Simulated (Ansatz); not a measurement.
```yaml
crystal:
  periodic: [false, false, false]
  atoms:
    - {symbol: C, position_ang: [-0.493034, 0.588915, -0.935791]}
    - {symbol: C, position_ang: [0.380795, -0.239574, -0.009417]}
    - {symbol: Ga, position_ang: [-0.205713, -0.425896, 1.895354]}
    - {symbol: H, position_ang: [-1.504539, 0.181192, -1.006212]}
    - {symbol: H, position_ang: [-0.086344, 0.628293, -1.951327]}
    - {symbol: H, position_ang: [-0.588959, 1.619091, -0.583833]}
    - {symbol: H, position_ang: [1.400148, 0.163095, 0.047986]}
    - {symbol: H, position_ang: [0.488050, -1.269557, -0.372986]}
    - {symbol: H, position_ang: [0.698095, -1.291959, 2.899126]}
basis:
  gaussian: {orbitals: def2-SVPD, fitting: {mean_field: def2-universal-jkfit}, point_charges: [{charge: 1.00, position_ang: [4.201, -0.598, -0.290]}]}
magnetization: {spin_polarized: true, initial_magnetization: 1}
hamiltonian: {xc: {name: revPBE}, dispersion: d3bj}
accuracy: high
scf: {lower_state_search: off}
output: {forces: true}
```

```sh
$ ansatz run in.yaml --threads 4 --pin off --events-out ev --progress --plain --max-ram 10444MiB
```

Output, abridged:

```
Functional definition: revPBE
524 factors; integrals over basis functions are off by at most 3.8e-1 eV
mean field evaluation 1: about -54524.6750 eV, gradient 4.8e1 eV
mean field evaluation 2: about -54449.0060 eV, gradient 1.1e2 eV
mean field evaluation 4: about -54535.6528 eV, gradient 9.0e0 eV
mean field evaluation 8: about -54536.1038 eV, gradient 1.8e-1 eV
mean field evaluation 16: about -54536.1040 eV, gradient 3.9e-5 eV
mean field -54536.10403436 eV, -2004.1648573637 hartree, gradient 5.0e-8 eV, S^2 0.751522; 0 other end points of the search recorded, 0 dependent functions left out
reference -54536.10403990 eV, -2004.1648575675 hartree; 25, 24 occupied and 101, 102 virtual orbitals, 524 factors
Total energy: -54536.48571944 eV, -2004.1788840316 hartree
Atom 0 at    -0.493034     0.588915    -0.935791 Å, force     0.148169     0.069635    -0.049558 eV/Å
Atom 1 at     0.380795    -0.239574    -0.009417 Å, force    -0.238371    -0.139267    -0.038435 eV/Å
Atom 2 at    -0.205713    -0.425896     1.895354 Å, force    -0.469552     0.073345     0.466530 eV/Å
Atom 3 at    -1.504539     0.181192    -1.006212 Å, force    -0.397648    -0.215633     0.000092 eV/Å
Atom 4 at    -0.086344     0.628293    -1.951327 Å, force     0.130810     0.018323    -0.463402 eV/Å
Atom 5 at    -0.588959     1.619091    -0.583833 Å, force    -0.054789     0.440204     0.162365 eV/Å
Atom 6 at     1.400148     0.163095     0.047986 Å, force     0.885411     0.392610     0.042671 eV/Å
Atom 7 at     0.488050    -1.269557    -0.372986 Å, force     0.001053    -0.556591    -0.189360 eV/Å
Atom 8 at     0.698095    -1.291959     2.899126 Å, force     0.227590    -0.103304     0.055902 eV/Å
Dipole moment:    -0.403734     0.075006    -0.030343 e Å
Checks for a lower state left out: stability, starts, cluster_reference, orbital_swaps, neighbouring_geometries, increment
```

Run time 1.4 s (4 threads of an INTEL XEON PLATINUM 8581C on a shared host); peak host memory 0.38 GiB.
